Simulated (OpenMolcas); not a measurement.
**Levels of Mn VI by method**

```yaml
Program: OpenMolcas
Basis: ANO-RCC-VTZP [6s5p3d2f1g]
Scalar_Hamiltonian: DKH2, point nucleus
Active_space: 2 electrons in 10 orbitals (3d 4d)
State_averaging: 2S+1 = 3 even, 10 roots; 2S+1 = 1 even, 15 roots
Spin-orbit_coupling: state interaction with AMFI integrals over the reference wave functions, term energies averaged over their components
```

Methods on the same reference wave functions:
A. CASSCF
B. SS-CASPT2, IPEA 0.25 Eh, imaginary shift 0.1 Eh (closed shells correlated: 3s 3p)
C. XMS-CASPT2, IPEA 0.25 Eh, imaginary shift 0.1 Eh (closed shells correlated: 3s 3p)

Energies in cm-1 above 3d2 3F2, the measured ground level; measured values from Corliss and Sugar, J. Phys. Chem. Ref. Data 6, 1253 (1977).

| Level | A | B | C | Measured |
| --- | --- | --- | --- | --- |
| 3d2 3F2 | 0.0 | 0.0 | 0.0 | 0.0 |
| 3d2 3F3 | 754 | 760 | 758 | 746 |
| 3d2 3F4 | 1711 | 1716 | 1715 | 1669 |
| 3d2 1D2 | 18570 | 15600 | 16130 | 15336 |
| 3d2 3P0 | 21606 | 18750 | 18780 | 17782 |
| 3d2 3P1 | 21871 | 19020 | 19050 | 18057 |
| 3d2 3P2 | 22471 | 19610 | 19660 | 18628 |
| 3d2 1G4 | 28431 | 26430 | 26510 | 25511 |
| 3d2 1S0 | 67852 | 61220 | 62010 |  |

Deviations, from unrounded energies. A percentage is the sum of absolute deviations over the sum of measured energies, with the sign that they share, or ± where signs differ.

```tsv
Against measurement	Levels	A	B	C
mean absolute deviation (cm-1)	7	2500	590	700
fine structure of the ground term (%)	2	+2.1	+2.5	+2.4
other terms of the ground configuration (%)	5	+18.5	+4.3	+5.1
```

B lies closest to measurement on these levels and A furthest from it. The largest miss of B in the table is 3d2 3P2, by +990 cm-1. The ranking rests on the paired levels alone, and a cruder setting can come out closer through cancelling errors.

Between B and C the level of the table that moves most is 3d2 1S0, by 790 cm-1 (lowest in B, highest in C). Moves below CASPT2's spread within the term are not significant.

The mean deviations of B to C differ by less than CASPT2's widest spread within a term (860 cm-1), so their order carries little weight.

From A to B the spin-free energies of the other terms of 3d2 shown, above 3F, scale by factors of 0.83 to 0.93, as is usual when dynamic correlation screens the repulsion within a d or f shell.

The lowest spin-free term lies below A's lowest term by 0.292 hartree in B, 0.296 hartree in C.

Term energies are means over components that CASPT2 splits; among the terms shown or strongly mixed into the levels shown the widest spread is 860 cm-1 (3d2 3F, C). Active for correlation alone: 4d; no level in the range computed is led by a configuration that fills it, so any true level of that kind is missing. Without dynamic correlation excited terms often stand tens of per cent too high (terms of higher spin than the ground term too low), and those without a measured partner can miss by more than the paired ones (holds for A). Computed and measured levels are paired by configuration, term and J; levels that our copy of the source lacks, or whose pairing is in doubt (as where it misses far off the trend of its configuration), stay unpaired and out of the deviations. Levels of configurations outside the active space are missing.
